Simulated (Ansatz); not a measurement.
Geometry optimisation, DFT PBE, scalar-relativistic, plane waves, PAW in Ansatz 0.2.0.

Input file:

```yaml
crystal:
  lattice:
    - [0.0, 5.43, 5.43]
    - [5.43, 0.0, 5.43]
    - [5.43, 5.43, 0.0]
  atoms:
    - { symbol: Si, position: [0.0, 0.0, 0.0] }
    - { symbol: Si, position: [0.125, 0.125, 0.125] }
    - { symbol: Si, position: [0.0, 0.0, 0.5] }
    - { symbol: Si, position: [0.125, 0.125, 0.625] }
    - { symbol: Si, position: [0.0, 0.5, 0.0] }
    - { symbol: Si, position: [0.125, 0.625, 0.125] }
    - { symbol: Si, position: [0.0, 0.5, 0.5] }
    - { symbol: Si, position: [0.125, 0.625, 0.625] }
    - { symbol: Si, position: [0.5, 0.0, 0.0] }
    - { symbol: Si, position: [0.625, 0.125, 0.125] }
    - { symbol: Si, position: [0.5, 0.0, 0.5] }
    - { symbol: Si, position: [0.625, 0.125, 0.625] }
    - { symbol: Si, position: [0.5, 0.5, 0.0] }
    - { symbol: Si, position: [0.625, 0.625, 0.125] }
    - { symbol: Si, position: [0.5, 0.5, 0.5] }
    - { symbol: Si, position: [0.625, 0.625, 0.625] }
    - { symbol: C, position: [0.3735889, 0.871987, 0.8739948], spin: 1.0 }
magnetization:
  spin_polarized: true
basis:
  ecutwfc: 420.0
kpoints:
  mp_grid: { grid: [2, 2, 2] }
hamiltonian:
  xc: pbe
  pseudopotentials: { kind: paw, azcp: { folder: soft_1 } }
scf:
  occupations: { method: fermi_dirac, width: 0.02 }
  lower_state_search: "off"
relax:
  f_tol: 0.08
  max_steps: 25
  adjacent_minimum: "off"
```

Run as:

```bash
$ ansatz run input.yaml --threads 1 --pin off --max-ram 3072MiB --backend cpu --events-out ev --progress --plain --runs-dir out
```

Question: Where does it end, and by what steps?

Answer: The forces met the threshold. The threshold is loose, so the end isn't yet a minimum. Limits of this set-up: coarse k mesh. After 17 steps the energy has fallen by 1.584 eV; C17 moved furthest, 1.56 Å. Joined: Si6–C17.

```
step  energy less start (eV)  largest force component (eV/Å)  accepted
   0                  0.0000                           0.517       yes
   1                 -0.1167                           0.298       yes
   2                 -0.2048                           0.156       yes
   3                 -0.2274                           0.133       yes
   4                 -0.2485                           0.245       yes
   5                 -0.2966                           0.221       yes
   6                 -0.3374                           0.421       yes
   7                 -0.4142                           0.630       yes
   8                 -0.5881                           0.778       yes
   9                 -0.7062                           1.223       yes
  10                 -0.8557                           1.144       yes
  11                 -1.1219                           0.978       yes
  12                 -1.3177                           1.028       yes
  13                 -1.4817                           0.612       yes
  14                 -1.5610                           0.293       yes
  15                 -1.5751                           0.170       yes
  16                 -1.5820                           0.098       yes
  17                 -1.5845                           0.024       yes
```

```xyz
17
Lattice="0.0000 5.4300 5.4300 5.4300 0.0000 5.4300 5.4300 5.4300 0.0000" Properties=species:S:1:pos:R:3
Si -0.098 0.158 0.264
Si 1.369 1.498 1.446
Si 2.795 2.785 0.108
Si 4.068 4.128 1.541
Si 2.489 -0.220 2.507
Si 3.957 1.222 3.477
Si 5.477 2.767 2.766
Si 6.784 4.074 4.222
Si 0.073 2.790 2.918
Si 1.384 4.095 4.372
Si 2.697 5.416 2.938
Si 4.104 6.822 4.186
Si 2.877 2.610 5.692
Si 4.206 4.085 6.877
Si 5.495 5.512 5.541
Si 6.839 6.788 6.972
C 9.263 6.542 5.239
```

Whether the end is a true minimum wasn't checked by a vibrational analysis.

The run took 4.1 min on 1 thread of Arm Neoverse V2, on a shared host, peak memory 0.65 GiB.
